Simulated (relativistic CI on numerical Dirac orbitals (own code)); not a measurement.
# Calculated levels, Cl⁹⁺

Method of calculation: Dirac-Coulomb-Breit CI, separate exchange-only KLI orbitals for each configuration, model QED (radiative potential, 1s self-energy scaled to tabulated hydrogen-like ionisation energies), valence Slater integrals scaled by 0.9, P86 correlation estimate, and configurations built on the next ion tied to the tabulated ionisation energy (semi-empirical) (own radial code, finite nucleus).

Configurations in the expansion (outside the closed core 1s2): 2s2 2p4, 2s2 2p3 3s, 2s2 2p3 3p, 2s2 2p3 3d, 2s2 2p3 4s, 2s 2p5, 2p6, 2p5 3s, 2p5 3p, 2p5 3d, 2s 2p4 3s, 2s 2p4 3p, 2s 2p4 3d, 2s2 2p3 4p, 2s2 2p3 4d, 2s2 2p3 4f, 2s2 2p2 3s2, 2s2 2p2 3s 3p, 2s 2p4 4s, 2s 2p4 4p, 2s2 2p2 3p2, 2s2 2p2 3s 3d, 2s 2p4 4d, 2s 2p4 4f. Levels of other configurations are missing.

The lowest level is 2s2 2p4 3P_2, with 99 % of that term; Hund's rules for 2s2 2p4 give 3P with J = 2, in agreement.

```tsv
No.	Configuration	Term	J	E (eV)	%	Next component (%)	Landé g
1	2s2 2p4	3P	2	0.000	99	1 1D	1.494
2	2s2 2p4	3P	1	1.345	100		1.500
3	2s2 2p4	3P	0	1.734	98	1 1S	
4	2s2 2p4	1D	2	7.627	99	1 3P	1.005
5	2s2 2p4	1S	0	15.582	96	2 2p6 1S	
6	2s 2p5‡	3P°	2	61.856	100		1.500
7	2s 2p5‡	3P°	1	63.015	100		1.499
8	2s 2p5‡	3P°	0	63.668	100		
9	2s 2p5‡	1P°	1	83.817	100		1.000
10	2p6‡	1S	0	144.189	97	2 2s2 2p4 1S	
11	2s2 2p3 3s	5S°	2	261.688	99	1 2s 2p4 3p 5S°	1.998
12	2s2 2p3 3s	3S°	1	265.343	99		1.993
13	2s2 2p3 3s	3D°	1	272.928	95	2 1P°	0.533
14	2s2 2p3 3s	3D°	2	272.967	94	4 3P°	1.180
15	2s2 2p3 3s	3D°	3	273.149	99	1 2s 2p4 3p 3D°	1.333
16	2s2 2p3 3s	1D°	2	274.821	94	4 3P°	1.023
17	2s2 2p3 3p	5P	1	277.288	98	1 2s 2p4 3s 5P	2.492
18	2s2 2p3 3p	5P	2	277.394	97	1 3P	1.827
19	2s2 2p3 3p	5P	3	277.609	98	1 2s 2p4 3s 5P	1.665
20	2s2 2p3 3s	3P°	0	278.257	98	2 2p5 3s 3P°	
21	2s2 2p3 3s	3P°	1	278.385	95	2 3D°	1.478
22	2s2 2p3 3s	3P°	2	278.740	88	5 1D°	1.464
23	2s2 2p3 3s	1P°	1	280.345	94	3 3D°	0.993
24	2s2 2p3 3p	3P	1	280.654	97	1 1P	1.498
25	2s2 2p3 3p	3P	2	280.748	97	1 5P	1.501
26	2s2 2p3 3p	3P	0	280.807	99		
27	2s2 2p3 3p	1P	1	286.821	58	39 3D	0.821
28	2s2 2p3 3p	3D	2	287.604	91	7 3F	1.136
29	2s2 2p3 3p	3D	1	287.894	58	40 1P	0.709
30	2s2 2p3 3p	3D	3	287.925	88	11 3F	1.306
31	2s2 2p3 3p	3F	2	288.615	88	9 3D	0.720
32	2s2 2p3 3p	3F	3	288.849	86	14 3D	1.117
33	2s2 2p3 3p	3F	4	289.062	100		1.250
34	2s2 2p3 3p	1F	3	289.440	96	4 3D	1.012
35	2s2 2p3 3p	3S	1	292.406	56	39 3P	1.782
36	2s2 2p3 3p	3P	0	292.953	98	1 1S	
37	2s2 2p3 3p	3P	2	293.488	92	4 1D	1.468
38	2s2 2p3 3p	3P	1	293.961	47	34 3S	1.525
39	2s2 2p3 3p	3D	1	294.004	78	11 3P	0.708
40	2s2 2p3 3p	3D	2	294.091	80	10 1D	1.147
41	2s2 2p3 3p	3D	3	294.460	91	3 1F	1.315
42	2s2 2p3 3p	1D	2	294.910	71	15 3P	1.098
43	2s2 2p3 3p	1P	1	295.426	82	9 3D	0.998
44	2s2 2p3 3p	3P	2	296.556	80	14 1D	1.417
45	2s2 2p3 3d	5D°	3	296.763	99	1 2s 2p4 3p 5D°	1.498
46	2s2 2p3 3d	5D°	2	296.764	99	1 2s 2p4 3p 5D°	1.498
47	2s2 2p3 3d	5D°	1	296.766	99	1 2s 2p4 3p 5D°	1.498
48	2s2 2p3 3d	5D°	0	296.766	99	1 3P°	
49	2s2 2p3 3d	5D°	4	296.774	99	1 3F°	1.499
50	2s2 2p3 3p	3P	1	296.814	90	4 1P	1.463
51	2s2 2p3 3p	3P	0	296.937	95	2 2s 2p4 3s 3P	
52	2s2 2p3 3p	1D	2	299.576	94	3 3P	1.015
53	2s2 2p3 3d	3D°	2	300.476	97	1 1D°	1.164
54	2s2 2p3 3d	3D°	1	300.558	99	1 2s 2p4 3p 3D°	0.502
55	2s2 2p3 3d	3D°	3	300.635	98	1 2s 2p4 3p 3D°	1.331
56	2s2 2p3 3p	1S	0	304.821	96	2 3P	
57	2s2 2p3 3d	3F°	2	306.576	96	2 1D°	0.679
58	2s2 2p3 3d	3F°	3	306.850	95	4 3G°	1.074
59	2s2 2p3 3d	1S°	0	307.100	98	2 3P°	
60	2s2 2p3 3d	3F°	4	307.172	90	7 3G°	1.230
61	2s2 2p3 3d	3G°	3	307.998	92	6 3F°	0.774
62	2s2 2p3 3d	3G°	4	308.084	87	12 3F°	1.074
63	2s2 2p3 3d	3G°	5	308.181	100		1.200
64	2s2 2p3 3d	1G°	4	308.576	94	3 3F°	1.009
65	2s2 2p3 3d	1P°	1	308.922	50	44 3D°	0.797
66	2s2 2p3 3d	3D°	2	309.547	92	4 3P°	1.178
67	2s2 2p3 3d	3D°	1	309.678	54	44 1P°	0.731
68	2s2 2p3 3d	3D°	3	309.710	98	1 2s 2p4 3p 3D°	1.330
69	2s2 2p3 3d	1D°	2	310.496	72	23 3P°	1.114
70	2s2 2p3 3d	3P°	2	310.571	72	20 1D°	1.375
```

Energies count from the lowest computed level; ° marks odd parity. ‡ marks configurations that were not tied to measured data.

The mean weight of the leading LS term, summed over parents, in these 70 levels is 90 %, and that of the leading jj configuration (from the same eigenvectors) 58 %, so LS coupling describes them better.

Configurations that consist of the next ion and one excited electron were tied to the tabulated ionisation energy; Rydberg ones are usually within 1,000 to 3,000 cm⁻¹ and the lowest ones within about 6,000 (9,000 in d shells), while levels on excited terms of the next ion carry the error of that term, and the other configurations can be misplaced by 10,000 cm⁻¹ or more. Rates follow the energies as ν³ (E1, M1) or ν⁵ (E2), so rates, branching and lifetimes can be off by large factors.

Landé's interval rule says that E(J) − E(J−1) = AJ with one A. For the ground term the intervals give A = -3136.7, -5424.6 cm⁻¹ for J = 1, 2; the multiplet is inverted.

LS names give the leading component of a level, which can be under half, so a name can repeat, a term be missing and a line seem to break the LS rules.
